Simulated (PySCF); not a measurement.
A GIAO shielding run with PySCF (density fitting, non-relativistic, gas phase) on `C#C[C@@H]1C[CH2][AlH2-][N+]1(C)C`, C$_{7}$H$_{14}$AlN:

```
$ OMP_NUM_THREADS=1 python probes_run.py task.json out

{"job": {"kind": "nmr", "xc": "PBE0", "basis": "pcSseg-1"}, "charge": 0, "multiplicity": 1}
C     -0.441988     2.818342     1.022752
C     -0.091700     1.661474     0.947526
C      0.344181     0.269817     0.839603
C      1.792059     0.114227     0.345554
C      2.162619    -1.367709     0.218874
Al     0.457301    -2.368561    -0.098440
N     -0.575556    -0.552016    -0.005535
C     -0.716359    -0.013292    -1.365172
C     -1.893785    -0.692541     0.621283
H     -0.745839     3.846000     1.103646
H      0.287715    -0.184604     1.845390
H      1.887261     0.637456    -0.619686
H      2.435346     0.675163     1.044019
H      2.929537    -1.503694    -0.559795
H      2.617129    -1.723453     1.159644
H     -0.148204    -3.147775     1.173380
H      0.077079    -2.934419    -1.552904
H     -1.369019    -0.679487    -1.943306
H     -1.143901     1.002694    -1.343333
H      0.259880     0.016516    -1.865121
H     -1.778470    -1.120981     1.625469
H     -2.403622     0.283128     0.692599
H     -2.507788    -1.379089     0.022383
```

Hardware: 1 thread of an Arm Neoverse V1, shared host. The job also computes population analyses, field gradients, ring-centre shieldings.

(1) How large is the calculation?

(2) How long does it take, and how much memory does it need?

(3) And these other runs on the same molecule and hardware: GIAO shielding at HF/pcSseg-1?

## Answers

(1) 76 electrons, 230 basis functions and 1206 auxiliary functions.

(2) 55 s of wall time, with 14 SCF cycles and 5 response iterations; peak memory 1.2 GiB. Times on a shared host scatter by some tens of per cent.

(3) HF/pcSseg-1: 230 functions, 29 s.
